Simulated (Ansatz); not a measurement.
Geometry optimisation, RKS B3LYP/def2-SVPD (Ansatz).

input.yaml

```yaml
crystal:
  periodic: [false, false, false]
  atoms:
    - { symbol: O, position_ang: [-0.3282, 1.4535, 0.3043] }
    - { symbol: B, position_ang: [-0.01, 0.0833, 0.2896] }
    - { symbol: O, position_ang: [1.2344, -0.3351, 0.8521] }
    - { symbol: Te, position_ang: [-1.2981, -1.4023, -0.5955] }
    - { symbol: H, position_ang: [-0.0169, 1.844, -0.5787] }
    - { symbol: H, position_ang: [-0.95336, 0.0965, 0.98155] }
    - { symbol: H, position_ang: [-0.5808, -1.2014, -2.1321] }
basis:
  gaussian: { orbitals: def2-SVPD }
hamiltonian:
  xc: b3lyp
relax:
  f_tol: 0.02
  max_steps: 50
output:
  orbitals: {}
```

Launched with:

```bash
$ ansatz run input.yaml --threads 2 --pin off --max-ram 3072MiB --backend cpu --events-out ev --progress --plain --runs-dir out
```

Where does it end, and by what steps?

It converged. The force dipped under the threshold on the way, but the program's further checks kept it going. After 35 steps the energy has fallen by 5.321 eV; H6 moved furthest, 2.28 Å. The start is strongly strained (largest force component 8 eV/Å), so its close contacts needn't be bonds. Parted: B2–Te4, B2–H6. Joined: Te4–H6.

| step | energy less start (eV) | largest force component (eV/Å) | accepted |
| --- | --- | --- | --- |
| 0 | 0.0000 | 8.394 | yes |
| 2 | -2.9111 | 3.045 | yes |
| 4 | -4.3244 | 2.134 | yes |
| 6 | -4.9412 | 0.674 | yes |
| 8 | -5.0662 | 0.556 | yes |
| 10 | -5.0832 | 0.253 | yes |
| 12 | -5.1187 | 0.188 | yes |
| 14 | -5.1311 | 0.126 | yes |
| 16 | -5.1448 | 0.854 | yes |
| 18 | -5.2121 | 0.307 | yes |
| 20 | -5.2313 | 0.430 | yes |
| 22 | -5.2532 | 0.722 | yes |
| 24 | -5.2908 | 0.180 | yes |
| 26 | -5.3104 | 0.407 | yes |
| 28 | -5.3143 | 0.426 | yes |
| 30 | -5.3105 | 0.540 | no |
| 32 | -5.3206 | 0.015 | yes |
| 34 | -5.3211 | 0.025 | yes |
| 35 | -5.3212 | 0.009 | yes |

```xyz
7
Properties=species:S:1:pos:R:3
O 0.255 1.631 0.036
B 1.236 1.216 0.812
O 2.157 0.877 1.530
Te -2.177 -0.760 -1.143
H -0.403 0.979 -0.285
H -1.978 -1.768 0.173
H -1.044 -1.636 -2.002
```

Time of the run: 2.5 min on 2 threads of Arm Neoverse V1, on a shared host, peak memory 0.32 GiB.
